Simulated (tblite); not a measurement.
Species: C5H6O3.
Numbering: `[O:1]=[CH:2][C@@H:3]1[CH2:4][C:5](=[O:6])[CH2:7][O:8]1` (hydrogens: H9 on C2; H10 on C3; H11, H12 on C4; H13, H14 on C7)

Structure optimised with GFN2-xTB, isolated species.

Question: List the bond lengths, angles and torsions at this level.

Answer: 
```tsv
bond	length (Å)	order
O1=C2	1.196	double
C2–C3	1.523	single
C3–C4	1.530	single
C4–C5	1.514	single
C5=O6	1.197	double
C5–C7	1.520	single
C7–O8	1.409	single
C3–O8	1.418	single
C2–H9	1.105	single
C3–H10	1.097	single
C4–H11	1.091	single
C4–H12	1.090	single
C7–H13	1.101	single
C7–H14	1.092	single
```

Orders are formal, as drawn. A selection of angles:
```tsv
angle	degrees
O1–C2–C3	124.6
C2–C3–C4	111.7
C2–C3–O8	111.2
C4–C3–O8	107.2
C3–C4–C5	103.1
C4–C5–O6	127.5
C4–C5–C7	106.2
O6–C5–C7	126.3
C5–C7–O8	107.2
C3–O8–C7	108.4
```

Dihedral angles: O1–C2–C3–C4 -34° (synclinal); C2–C3–C4–C5 -100° (anticlinal); C3–C4–C5–O6 173° (antiperiplanar); C4–C5–C7–O8 -10° (synperiplanar); C5–C7–O8–C3 25° (synperiplanar); C2–C3–O8–C7 93° (anticlinal).

Of the pairs four or more bonds apart, O1···H11 is among the closest relative to their van der Waals radii: 2.44 Å, 90 % of the sum of Bondi's values. The 4 C–O bonds span 1.196 Å (O1=C2, drawn double) to 1.418 Å (C3–O8, drawn single), a spread of 0.222 Å. The 5-membered ring C3–C4–C5–C7–O8 has internal angles of 103.1° to 108.4° (sum 532°, against 540° for a flat polygon); it is puckered, 0.12 Å rms from its mean plane, widest ring torsion 30°.

Point group: C1 (no symmetry element, even within 0.4 Å). Its GFN2-xTB frequencies are all real (lowest 65 cm⁻¹). One conformer, not necessarily the lowest. 3 starts were optimised and ended at 0.00, 1.09 and 3.93 kcal/mol (GFN2-xTB); the lowest of these is shown.

All values are computed, not measured.
